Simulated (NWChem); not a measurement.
Ionisation of H₃Al

```xyz
4

Al     0.0000     0.0000     0.0000
H      0.0000     0.0000     1.6008
H      1.3864     0.0000    -0.8004
H     -1.3864     0.0000    -0.8004
```
Charge 0, spin multiplicity 1.

The numbers come from NWChem runs, not from measurements. Structure: optimised with PBE/def2-SVP, a minimum by its harmonic frequencies.

Basis set: def2-TZVPD. The species with one electron less has spin multiplicity 2 and keeps the geometry of the parent. Δ marks differences of total energies (open shells unrestricted). −ε marks an orbital energy of the parent. That orbital need not have the symmetry of the hole or added electron in the Δ rows.

The correlated methods keep 5 core orbitals frozen. The structure started from a generated list of species. The stability of the SCF solutions was not checked.

Question: Order these methods by the first vertical ionisation energy they give, lowest first: G0W0@PBE, G0W0@BHandHLYP, evGW@PBE, ΔB2PLYP, −ε(HOMO) of PBE, −ε(HOMO) of BP86.

Answer: −ε(HOMO) of PBE (7.29 eV), −ε(HOMO) of BP86 (7.40 eV), G0W0@PBE (10.67 eV), ΔB2PLYP (11.20 eV), G0W0@BHandHLYP (11.32 eV), evGW@PBE (11.44 eV)
